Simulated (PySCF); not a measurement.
A GIAO shielding run with PySCF 2.14.0 with density-fitted response routines (density fitting, non-relativistic, gas phase) on SMILES C=CCO[Si@](N)(O)C(=C)C, C₆H₁₃NO₂Si:

```
$ OMP_NUM_THREADS=1 python probes_run.py task.json out

{"job": {"kind": "nmr", "xc": "PBE0", "basis": "pcSseg-1"}, "charge": 0, "multiplicity": 1}
C      2.786533     0.810304    -1.215040
C      2.167818    -0.346464    -1.075926
C      2.078611    -1.106653     0.210538
O      0.754903    -1.376533     0.586991
Si    -0.403473    -0.324219     1.042716
N      0.374935     1.119707     1.619597
O     -1.226157    -0.999712     2.273437
C     -1.744233    -0.059298    -0.267252
C     -1.570396    -0.269524    -1.564421
C     -3.060589     0.430918     0.257263
H      3.299739     1.280110    -0.391212
H      2.825556     1.327866    -2.158539
H      1.659751    -0.807586    -1.910943
H      2.568059    -2.082443     0.095176
H      2.581952    -0.549957     1.009224
H     -0.203597     1.808512     2.073219
H      1.005471     1.585590     0.986890
H     -0.746160    -1.351680     3.018945
H     -2.358956    -0.103197    -2.284016
H     -0.636729    -0.625965    -1.963097
H     -3.809056     0.486737    -0.530648
H     -3.406966    -0.237772     1.041418
H     -2.941769     1.418244     0.701633
```

Hardware: 1 thread of an Arm Neoverse N1, shared host. The job also computes population analyses, field gradients.

(1) How large is the calculation?

(2) How long does it take, and how much memory does it need?

Answers

(1) 86 electrons, 242 basis functions and 1271 auxiliary functions.

(2) 2.2 min of wall time, with 14 SCF cycles and 5 response iterations; peak memory 1.1 GiB. Times on a shared host scatter by some tens of per cent.
